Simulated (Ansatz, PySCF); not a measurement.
Gas-phase reaction in SMILES: C[Si](C)(C)O[SiH3] + O (H2O) + 3 [SiH4] (SiH4) -> 3 C[SiH3] + 2 O[SiH3]
Each molecule is optimised on its own at B3LYP-D3(BJ)/def2-TZVP (Ansatz, a quantum-chemistry and plane-wave program), one conformer each, not searched for the lowest. Frequencies are from Ansatz or PySCF.

Quantity: bond separation energy (0 K, with B3LYP-D3(BJ) harmonic zero-point energies), in kcal/mol. Cores are frozen in the correlated levels unless marked. No spin-orbit coupling. No relativistic terms. CBS(X,Y): correlation extrapolated as X^-3; Hartree-Fock from the larger set. The bracket is a focal-point correction in the basis named.

| level | program | bond separation energy (kcal/mol) | minus last row |
|---|---|---|---|
| HF/6-31G* | Ansatz | 12.4 | -1.8 |
| HF/aug-cc-pV(D+d)Z | Ansatz | 12.6 | -1.6 |
| SVWN5/def2-TZVPD | Ansatz | 14.2 | 0.0 |
| BLYP-D4/def2-TZVPD | Ansatz + dftd4 | 15.8 | 1.6 |
| BLYP/def2-TZVPD | Ansatz | 10.4 | -3.8 |
| revPBE/def2-TZVPD | Ansatz | 10.1 | -4.1 |
| PBE0/def2-QZVPP | Ansatz | 11.5 | -2.7 |
| r2SCANh-D4/def2-TZVPD | Ansatz + dftd4 | 14.6 | 0.4 |
| HSE06-D4/def2-TZVPD | Ansatz + dftd4 | 14.5 | 0.3 |
| LC-wPBE/def2-TZVPD | Ansatz | 12.3 | -1.9 |
| wB97X/def2-TZVPD | Ansatz | 13.0 | -1.2 |
| MP2/cc-pV(D+d)Z | Ansatz | 13.9 | -0.3 |
| MP2/cc-pV(T+d)Z | Ansatz | 13.6 | -0.6 |
| RI-MP2/cc-pV(Q+d)Z | Ansatz | 13.8 | -0.4 |
| SCS-MP2/6-31G | Ansatz | 21.3 | 7.1 |
| SCS-MP2/6-31G* | Ansatz | 14.6 | 0.4 |
| SCS-MP2/aug-cc-pV(T+d)Z | Ansatz | 14.2 | 0.0 |
| CCSD/STO-3G | Ansatz | 10.8 | -3.4 |
| CCSD(T)/aug-cc-pV(T+d)Z | Ansatz | 15.4 | 1.2 |
| CCSD(T)/cc-pVTZ | Ansatz | 14.1 | -0.1 |
| RI-MP2/CBS(cc-pV(T+d)Z,cc-pV(Q+d)Z)+[CCSD(T)-MP2]/cc-pV(T+d)Z | Ansatz | 14.2 | 0.0 |
